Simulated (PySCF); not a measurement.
Compound: C₂H₄BF₃.
InChI=1S/C2H4BF3/c3-1-2(4,5)6/h1,3H2

Torsions of this conformer, `[BH2:1][CH2:2][C:3]([F:4])([F:5])[F:6]`: B1–C2–C3–F4 61°.

The closed-shell ground state was solved at several levels (PySCF, density fitting, gas phase, non-relativistic). Isolated species at its PBE0-D3(BJ)/def2-SVP geometry (one conformer only).

| level | basis functions | HOMO (eV) | LUMO (eV) | gap (eV) | dipole (D) |
| --- | --- | --- | --- | --- | --- |
| B3LYP/pcJ-1 | 202 | -9.58 | -2.11 | 7.47 | 2.19 |
| wB97X-D/def2-SVPD | 161 | -11.73 | 0.10 | 11.83 | 2.27 |
| PBE0/pcSseg-1 | 122 | -9.75 | -1.86 | 7.89 | 2.21 |

Q: What might mPW1PW91/pcSseg-2 (272 basis functions) give for the same quantities?

A: HOMO -9.79 eV, LUMO -1.89 eV, gap 7.90 eV, dipole 2.23 D.

Q: Over all these levels, which gives the widest orbital gap and which the narrowest?

A: wB97X-D/def2-SVPD (range-separated hybrid) has the widest, 11.83 eV, and B3LYP/pcJ-1 (global hybrid, 20 % exact exchange) the narrowest, 7.47 eV. Functional and basis both differ between the two, so the spread mixes both effects.

Q: How far do the dipole and the HOMO energy spread over the levels?

A: The dipole runs from 2.19 to 2.27 D (mean 2.23 D) and the HOMO from -11.73 to -9.58 eV.
